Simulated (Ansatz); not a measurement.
A nudged elastic band was laid between two geometries of BClH4OSn (8 atoms, charge 0, multiplicity 1).

All numbers below come from RHF/def2-SVP in Ansatz.

- movable images: 7
- climbing image: yes
- spring: 5.0 eV/Å²
- optimiser: quadratic models (default)
- start path: IDPP
- force threshold: 0.05 eV/Å
- iteration limit: 60
- end points: relaxed

Initial state:

```xyz
8
Properties=species:S:1:pos:R:3
B -0.736 1.590 -0.144
Sn 0.487 -0.323 -0.205
O 0.246 -1.301 1.478
Cl -0.448 -1.724 -1.879
H -0.827 2.259 -1.130
H -1.288 1.921 0.861
H 2.155 -0.269 -0.559
H 0.503 -2.210 1.521
```

Final state:

```xyz
8
Properties=species:S:1:pos:R:3
B -0.695 1.607 0.059
Sn 0.535 -0.292 -0.146
O -0.154 -1.624 1.118
Cl 0.076 -1.145 -2.315
H -1.807 1.535 0.487
H -0.251 2.661 -0.289
H 2.236 -0.284 -0.032
H 0.154 -2.516 1.061
```

(1) What changes between the two ends?

(2) What energy profile does the band end with?

(3) What is the geometry of the highest image?

## Answers

(1) No bond is made or broken. The dihedral H6–B1–Sn2–Cl4 goes from 121 to -89°.

(2) The forces met the threshold. The highest image is number 6 of 0 to 8, 0.001 eV above the ends, which have the same energy within 2 meV. The top lies less than 8 meV above the higher end, about what the thresholds resolve: that end is a shoulder or a very shallow well. A vibrational analysis at the climbing image gives one clearly imaginary mode, 49i cm⁻¹: a first-order saddle point.

```tsv
image	path coordinate (Å)	energy (eV)	dihedral H6–B1–Sn2–Cl4 (°)
0	0.00	0.000	121
1	0.44	0.001	140
2	0.89	0.001	158
3	1.33	0.000	177
4	1.78	0.000	-165
5	2.23	0.001	-146
6	2.67	0.001	-127
7	3.11	0.000	-107
8	3.56	-0.001	-89
```

(3) 
```xyz
8
Properties=species:S:1:pos:R:3
B -0.629 1.631 0.072
Sn 0.553 -0.307 -0.067
O -0.526 -1.685 0.822
Cl 0.694 -0.937 -2.353
H -1.706 1.681 -0.438
H -0.190 2.580 0.650
H 2.156 -0.430 0.502
H -0.260 -2.590 0.757
```

Time of the run: 87 s on 1 thread of Arm Neoverse V1, with other jobs on the host, peak memory 0.28 GiB.
